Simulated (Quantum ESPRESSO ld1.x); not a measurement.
The numbers below are computed, except where a source is named.
The tellurium ion Te39+, 13 electrons, occupied as [Ne] 3s2 3p1. Level of theory: scalar-relativistic Kohn-Sham, LDA (Slater exchange, Perdew-Zunger correlation), spin-polarised, spherical densities, point nucleus; open shells are filled with parallel spins first (ld1.x of Quantum ESPRESSO 7.5).

Unscreened Slater integrals over Kohn-Sham orbitals (eV). They are taken over the spin-up orbitals. Empty in this configuration: 3d.

F0(3p,3p): 88.550
F2(3p,3p): 44.456
F0(3p,3s): 86.858
G1(3p,3s): 55.975
F0(3p,2p): 116.98
F2(3p,2p): 30.216
G0(3p,2p): 12.053
G2(3p,2p): 13.337
F0(3p,2s): 113.38
G1(3p,2s): 9.5834
F0(3p,3d): 93.129
F2(3p,3d): 44.713
G1(3p,3d): 46.483
G3(3p,3d): 31.536
F0(3s,3s): 85.506
F0(3s,2p): 111.93
G1(3s,2p): 11.737
F0(3s,2s): 109.47
G0(3s,2s): 9.3676
F0(3s,3d): 91.233
G2(3s,3d): 34.676
F0(2p,2p): 240.83
F2(2p,2p): 114.49
F0(2p,2s): 220.84
G1(2p,2s): 125.29
F0(2p,3d): 127.22
F2(2p,3d): 39.599
G1(2p,3d): 37.548
G3(2p,3d): 21.695
F0(2s,2s): 208.25
F0(2s,3d): 125.49
G2(2s,3d): 34.943
F0(3d,3d): 101.11
F2(3d,3d): 52.651
F4(3d,3d): 34.159

Derived for the open shells (J is the average intra-shell exchange parameter used in DFT+U). 3p: J = F2/5 = 8.891 eV.
